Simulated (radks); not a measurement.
The numbers below are computed, except where a source is named.
All-electron atom: the tantalum ion Ta+ in [Xe] 4f14 5d3 6s1. Code: a radial shooting solver on a logarithmic mesh with Libxc functionals. Model: Dirac Kohn-Sham, PBEsol, spin-unpolarised, spherical densities, finite nucleus; open shells are shared between the two j in proportion to 2j + 1; Fermi nuclear charge, rms radius 5.3507 fm.

Normalised radial functions P(r) = r R(r) (large component), r in bohr:

```
   r/bohr * 5p1/2, o 4f7/2 (the largest magnitude, 1.25, reaches the edge; | marks zero, & curves that meet)
 0.002314                             &
 0.003137                             &
 0.004251                             o*
 0.005761                             o*
 0.007808                             o*
  0.01058                             o *
  0.01434                             o  *
  0.01944                             o   *
  0.02634                             o    *
   0.0357                             o     *
  0.04838                             o    *
  0.06557                             |o*
  0.08816                          *  | o
   0.1195                      *      |    o
   0.1619                      *      |         o
   0.2195                             *               o
   0.2974                             |        *             o
   0.4031                             |          *               o
   0.5463                             |*                        o
   0.7404               *             |                    o
    1.003       *                     |             o
     1.36         *                   |       o
    1.843                  *          |   o
    2.498                         *   |o
    3.385                            *o
    4.588                             &
    6.218                             &
    8.427                             &
```

5p1/2: eigenvalue -52.962 eV, 3 radial nodes at r = 0.0750, 0.222, 0.556 bohr, <r> = 1.22 bohr, 90 % of the charge inside 1.79 bohr. 4f7/2: eigenvalue -31.004 eV, 0 radial nodes, <r> = 0.645 bohr, 90 % of the charge inside 1.08 bohr.
